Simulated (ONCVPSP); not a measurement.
## iodine: excitation energies, all-electron against ONCV

```json
{"Element": "I (Z = 53)", "Generator": "ONCVPSP 4.0.1", "Type": "optimised norm-conserving Vanderbilt (ONCV)", "Functional": "PW91", "Relativity": "fully relativistic", "Frozen core": "[Ar] 3d10", "Valence charge": "25", "Reference configuration": "4s2 4p6 4d10 5s2 5p4.5 (charge +0.5)", "Partial waves": "4s+5s: rc 1.00 bohr, ncon 3, nbas 6, qcut 9.4 1/bohr, 2 projectors; 4p+5p: rc 1.40 bohr, ncon 4, nbas 9, qcut 9.1 1/bohr, 2 projectors; 4d: rc 0.95 bohr, ncon 4, nbas 8, qcut 10.6 1/bohr, 2 projectors, debl 2.7 Ha", "Local potential": "polynomial inside 0.90 bohr (lpopt 1, dvloc0 0 Ha)", "Core correction": "none"}
```

Open shells are filled in proportion to 2j + 1.

Energies are relative to the spin-unpolarised reference configuration 4s2 4p6 4d10 5s2 5p4.5; without spin polarisation the order of configurations can differ from experiment.

| valence configuration | charge | ΔE all-electron (eV) | error AE − PS (meV) |
| --- | --- | --- | --- |
| 4s2 4p6 4d10 5s2 5p5 | 0 | -4.571 | -0.2 |
| 4s2 4p6 4d10 5s1 5p6 | 0 | 5.824 | +0.6 |

**Question.** What are ΔE and the potential's error for 4s2 4p6 4d10 5s2 5p3?

**Answer.** ΔE = 26.586 eV all-electron; the error (AE − PS) is +0.7 meV.

**Question.** What are ΔE and the potential's error for 4s2 4p6 4d10 5s2 5p4?

**Answer.** ΔE = 6.641 eV all-electron; the error (AE − PS) is +0.2 meV.
